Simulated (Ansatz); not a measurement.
`COc1ccc(-c2cc3sc(-c4cc5sc(-c6cc7sc(-c8cc9sc(-c%10ccc(C(F)=C(F)F)cc%10)cc9s8)cc7s6)cc5s4)cc3s2)cc1`, relaxed as a singlet with RKS PBE-D4/def2-SVP in Ansatz, starting from the GFN2-xTB geometry. Force threshold 0.03 eV/Å.

Single mean-field runs in def2-SVP are fitted with def2-universal-jkfit.

Start:

```xyz
70

C    -4.211   -6.934   15.736
O    -5.099   -6.452   14.757
C    -4.590   -5.967   13.595
C    -5.526   -5.514   12.661
C    -5.115   -5.003   11.454
C    -3.757   -4.922   11.124
C    -3.340   -4.384    9.850
C    -2.074   -4.319    9.322
C    -2.061   -3.734    8.050
S    -0.832   -3.372    6.889
C    -2.034   -2.693    5.800
C    -1.628   -2.147    4.553
C    -0.354   -2.080    4.038
C    -0.333   -1.446    2.792
S     0.903   -1.036    1.656
C    -0.289   -0.297    0.595
C     0.122    0.281   -0.635
C     1.400    0.373   -1.135
C     1.420    0.984   -2.392
S     2.656    1.378   -3.534
C     1.457    2.044   -4.633
C     1.854    2.579   -5.889
C     3.128    2.713   -6.387
C     3.126    3.281   -7.665
S     4.343    3.729   -8.800
C     3.125    4.309   -9.928
C     3.531    4.886  -11.186
C     4.862    5.263  -11.396
C     5.264    5.851  -12.573
C     4.339    6.081  -13.596
C     4.701    6.725  -14.849
F     3.712    6.812  -15.769
C     5.868    7.258  -15.226
F     6.975    7.299  -14.497
F     6.075    7.834  -16.403
C     3.013    5.681  -13.403
C     2.615    5.096  -12.222
C     1.854    4.155   -9.432
C     1.855    3.582   -8.156
S     0.631    3.157   -7.011
C     0.181    1.961   -4.127
C     0.162    1.365   -2.863
S    -1.075    0.968   -1.723
C    -1.565   -0.377    1.106
C    -1.586   -1.024    2.344
S    -2.822   -1.425    3.484
C    -3.306   -2.756    6.319
C    -3.318   -3.343    7.588
S    -4.537   -3.707    8.755
C    -2.831   -5.378   12.065
C    -3.236   -5.892   13.281
H    -3.621   -7.778   15.363
H    -4.838   -7.269   16.561
H    -3.537   -6.148   16.092
H    -6.572   -5.576   12.913
H    -5.852   -4.656   10.745
H    -1.191   -4.678    9.817
H     0.509   -2.468    4.546
H     2.264    0.008   -0.611
H     4.007    2.412   -5.847
H     5.585    5.103  -10.609
H     6.297    6.132  -12.689
H     2.292    5.838  -14.190
H     1.587    4.792  -12.103
H     0.962    4.462   -9.947
H    -0.686    2.315   -4.655
H    -2.430    0.018    0.605
H    -4.172   -2.392    5.797
H    -1.775   -5.327   11.850
H    -2.486   -6.230   13.980
```

(1) Estimate the energy that the relaxation releases and the steps that it takes.

(2) Does the start keep its bonding?

(3) Predict the relaxed structure.

Results:

(1) 54.2 kJ/mol, in 5 steps; 47 s on 5 threads of AMD EPYC 7R13 on a shared host and a share (37 GiB) of an NVIDIA H100 80GB HBM3. No frequencies were taken in this run, so the end may be a saddle point.

(2) By distances, no bond broke or formed. The bond that changes most is C13–H58, from 1.07 to 1.10 Å (atoms count from 1).

(3) 
Cartesian coordinates in Å:
```
C -4.230 -7.015 15.926
O -5.147 -6.545 14.956
C -4.657 -6.057 13.786
C -5.614 -5.606 12.849
C -5.208 -5.091 11.621
C -3.836 -4.997 11.270
C -3.408 -4.455 9.982
C -2.121 -4.388 9.450
C -2.104 -3.780 8.171
S -0.869 -3.397 7.004
C -2.065 -2.697 5.901
C -1.641 -2.142 4.643
C -0.349 -2.073 4.113
C -0.335 -1.443 2.846
S 0.898 -1.045 1.682
C -0.298 -0.319 0.597
C 0.123 0.244 -0.659
C 1.417 0.340 -1.179
C 1.426 0.954 -2.453
S 2.656 1.360 -3.616
C 1.451 2.040 -4.720
C 1.869 2.592 -5.983
C 3.167 2.745 -6.477
C 3.172 3.332 -7.765
S 4.402 3.794 -8.904
C 3.191 4.398 -10.045
C 3.609 4.987 -11.313
C 4.953 5.376 -11.544
C 5.352 5.959 -12.745
C 4.414 6.186 -13.784
C 4.753 6.805 -15.063
F 3.748 6.891 -15.967
C 5.939 7.328 -15.470
F 7.043 7.352 -14.735
F 6.123 7.877 -16.658
C 3.072 5.789 -13.565
C 2.682 5.203 -12.362
C 1.895 4.230 -9.554
C 1.889 3.632 -8.271
S 0.654 3.177 -7.130
C 0.158 1.947 -4.198
C 0.149 1.335 -2.924
S -1.083 0.921 -1.765
C -1.590 -0.392 1.126
C -1.605 -1.024 2.391
S -2.837 -1.419 3.556
C -3.358 -2.766 6.428
C -3.373 -3.375 7.705
S -4.601 -3.754 8.878
C -2.894 -5.451 12.222
C -3.287 -5.975 13.459
H -3.620 -7.864 15.544
H -4.834 -7.365 16.784
H -3.543 -6.211 16.273
H -6.679 -5.677 13.115
H -5.977 -4.756 10.908
H -1.233 -4.772 9.967
H 0.533 -2.466 4.635
H 2.305 -0.023 -0.644
H 4.061 2.445 -5.913
H 5.702 5.234 -10.750
H 6.403 6.246 -12.874
H 2.332 5.941 -14.362
H 1.635 4.889 -12.238
H 0.999 4.554 -10.097
H -0.729 2.316 -4.730
H -2.473 0.005 0.606
H -4.241 -2.386 5.897
H -1.819 -5.389 11.999
H -2.516 -6.312 14.164
```
Bond lengths: 39 × C–C 1.36 to 1.46 Å; 16 × C–S 1.74 to 1.77 Å; 3 × C–F 1.32 to 1.35 Å; 2 × C–O 1.36 to 1.42 Å; 19 × C–H 1.10 to 1.11 Å.
